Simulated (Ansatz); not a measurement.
YBr₃. The state is a singlet with charge 0. Geometry r2SCAN-D4/def2-SVP, basis def2-TZVP, Ansatz.

| run | HOMO (eV) | LUMO (eV) |
| --- | --- | --- |
| A | -7.62 | -3.59 |
| B | -8.12 | -3.35 |
| C | -7.20 | -3.57 |
| D | -7.26 | -3.73 |
| E | -8.06 | -3.17 |
| F | -8.51 | -2.98 |

In the def2 sets Y takes a core potential; there is no spin–orbit coupling. HSE06 is defined as in plane-wave codes, on full-range PBE exchange.

Task: The runs used B97M-V, HSE06, PBE, PBE0, r2SCANh, revPBE. Estimate which is which.

Result: A B97M-V (0 % exact exchange); B HSE06 (range-separated); C revPBE (0 % exact exchange); D PBE (0 % exact exchange); E r2SCANh (10 % exact exchange); F PBE0 (25 % exact exchange). Exact exchange lowers occupied and raises empty levels; among semilocal functionals meta-GGAs tend to open the gap a little, and such runs are hard to tell apart. The gap grows from 3.53 eV (PBE) to 5.53 eV (PBE0).
